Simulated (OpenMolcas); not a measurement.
An atom or ion with 20 electrons was computed by MS-CASPT2, IPEA 0.25 Eh, imaginary shift 0.1 Eh with spin-orbit coupling (OpenMolcas, ANO-RCC-VQZP, DKH2). The lowest levels that the run gave, each within 12 % of the measured value where one is at hand:

```tsv
J	Parity	E (eV)	g
0	even	0.0000	
0	odd	1.874	
1	odd	1.879	1.501
2	odd	1.888	1.501
1	odd	3.261	1.000
```

Task: Which ion is it, and what are the configurations and terms?

Result: Ca (Z = 20, neutral; active space 2 electrons in 8 orbitals (4s 4p 5s 5p)). J, parity and g give the terms where levels are pure, and mixed ones are named by the computed weights; the size of the splittings, set against known spectra of the 20-electron sequence, gives the charge. In order, with the measured energies in eV (NIST Handbook of Basic Atomic Spectroscopic Data): 4s2 1S0, 4s 4p 3P* 0 (1.8793), 4s 4p 3P* 1 (1.8858), 4s 4p 3P* 2 (1.8989), 4s 4p 1P* 1 (2.9325).

Over all roots computed the reference weight is 0.88 to 0.95; the roots of lowest weight are the least certain, and an intruder state may touch them. The run also gave levels led by 4s 5s, which use shells meant for correlation; these and all levels above them are left out. Computed and measured levels are paired by configuration, term and J; levels that our copy of the source lacks, or whose pairing is in doubt (as where it misses far off the trend of its configuration), stay unpaired and out of the deviations. Levels of configurations outside the active space are missing.

* marks odd parity.
